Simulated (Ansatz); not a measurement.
C$_{6}$H$_{16}$N$_{2}$, charge -1, doublet, at the geometry of the source list (a state made from the parent by changing its charge; the spin is typed, not shown lowest) (a gas-phase anion, which may not be bound at this level). Base run: CCSD(T)/STO-3G (Ansatz, a quantum-chemistry and plane-wave program).

Here is a job for Ansatz.
Ansatz 0.2 input:
```yaml
crystal:
  periodic: [false, false, false]
  atoms:
    - {symbol: C, position_ang: [2.41240000, -1.09460000, 0.97750000]}
    - {symbol: N, position_ang: [1.34980000, -0.27300000, 0.44100000]}
    - {symbol: C, position_ang: [1.86760000, 0.93370000, -0.16730000]}
    - {symbol: C, position_ang: [0.51700000, -1.04020000, -0.46510000]}
    - {symbol: C, position_ang: [-0.68000000, -0.25830000, -1.01810000]}
    - {symbol: N, position_ang: [-1.30650000, 0.61790000, -0.04710000]}
    - {symbol: C, position_ang: [-1.76190000, -0.09170000, 1.12920000]}
    - {symbol: C, position_ang: [-2.37730000, 1.37450000, -0.65780000]}
    - {symbol: H, position_ang: [2.98100000, -0.51240000, 1.70130000]}
    - {symbol: H, position_ang: [1.98200000, -1.95600000, 1.48840000]}
    - {symbol: H, position_ang: [3.10470000, -1.46230000, 0.20110000]}
    - {symbol: H, position_ang: [1.03490000, 1.59190000, -0.39930000]}
    - {symbol: H, position_ang: [2.44490000, 0.73210000, -1.08520000]}
    - {symbol: H, position_ang: [2.51830000, 1.43740000, 0.54630000]}
    - {symbol: H, position_ang: [0.15820000, -1.91350000, 0.08710000]}
    - {symbol: H, position_ang: [1.09680000, -1.41460000, -1.33220000]}
    - {symbol: H, position_ang: [-0.35230000, 0.36710000, -1.85340000]}
    - {symbol: H, position_ang: [-1.39960000, -0.99750000, -1.42300000]}
    - {symbol: H, position_ang: [-0.89800000, -0.50100000, 1.64530000]}
    - {symbol: H, position_ang: [-2.26120000, 0.61180000, 1.79430000]}
    - {symbol: H, position_ang: [-2.46660000, -0.90510000, 0.88770000]}
    - {symbol: H, position_ang: [-3.19590000, 0.73580000, -1.03100000]}
    - {symbol: H, position_ang: [-1.98270000, 1.94980000, -1.49550000]}
    - {symbol: H, position_ang: [-2.78580000, 2.06820000, 0.07570000]}
basis:
  gaussian:
    orbitals: STO-3G
total_charge: -1
magnetization: {spin_polarized: true, initial_magnetization: 1}
correlation: {method: ccsd_t}
```

Each row names what was changed in the base input (with any setting that the change needs).

```json
[
 {"change": "base", "ΔE vs base (mEh)": "0.000", "MP2 correlation (Eh)": "-0.42676", "CC correlation without the perturbative part (Eh)": "-0.54778", "basis functions": "56", "core-seconds (rough)": "100"},
 {"change": "accuracy = high", "ΔE vs base (mEh)": "-0.072", "MP2 correlation (Eh)": "-0.42676", "CC correlation without the perturbative part (Eh)": "-0.54778", "basis functions": "56", "core-seconds (rough)": "200"},
 {"change": "method = ccsd", "ΔE vs base (mEh)": "___", "MP2 correlation (Eh)": "-0.42676", "CC correlation without the perturbative part (Eh)": "-0.54778", "basis functions": "56", "core-seconds (rough)": "90"},
 {"change": "fitting = cc-pVTZ-JKFIT (mean field), cc-pVTZ-RIFIT (correlation)", "ΔE vs base (mEh)": "0.049", "MP2 correlation (Eh)": "-0.42673", "CC correlation without the perturbative part (Eh)": "-0.54774", "basis functions": "56", "core-seconds (rough)": "100"},
 {"change": "lower_state_search = off", "ΔE vs base (mEh)": "-0.052", "MP2 correlation (Eh)": "-0.41776", "CC correlation without the perturbative part (Eh)": "-0.54655", "basis functions": "56", "core-seconds (rough)": "20"},
 {"change": "reference functional = pbe0", "ΔE vs base (mEh)": "2.186", "MP2 correlation (Eh)": "-", "CC correlation without the perturbative part (Eh)": "-0.56570", "basis functions": "56", "core-seconds (rough)": "20"},
 {"change": "method = rpa", "ΔE vs base (mEh)": "1.456", "MP2 correlation (Eh)": "-", "CC correlation without the perturbative part (Eh)": "-", "basis functions": "56", "core-seconds (rough)": "10"},
 {"change": "method = mp2", "ΔE vs base (mEh)": "___", "MP2 correlation (Eh)": "-0.41776", "CC correlation without the perturbative part (Eh)": "-", "basis functions": "56", "core-seconds (rough)": "10"},
 {"change": "electrons = all", "ΔE vs base (mEh)": "___", "MP2 correlation (Eh)": "___", "CC correlation without the perturbative part (Eh)": "___", "basis functions": "56", "core-seconds (rough)": "200"},
 {"change": "diis_vectors = 2", "ΔE vs base (mEh)": "0.000", "MP2 correlation (Eh)": "-0.42676", "CC correlation without the perturbative part (Eh)": "-0.54778", "basis functions": "56", "core-seconds (rough)": "80"}
]
```

Problem. Fill in the missing entries.

Solution. 
- method = ccsd, ΔE vs base (mEh): 7.582
- method = mp2, ΔE vs base (mEh): 136.6
- electrons = all, ΔE vs base (mEh): -3.060
- electrons = all, MP2 correlation (Eh): -0.43016
- electrons = all, CC correlation without the perturbative part (Eh): -0.55078

Ansatz warned in this series: the state or the total is in doubt.

A gas-phase anion may not be bound at this level; its values then depend on the basis.
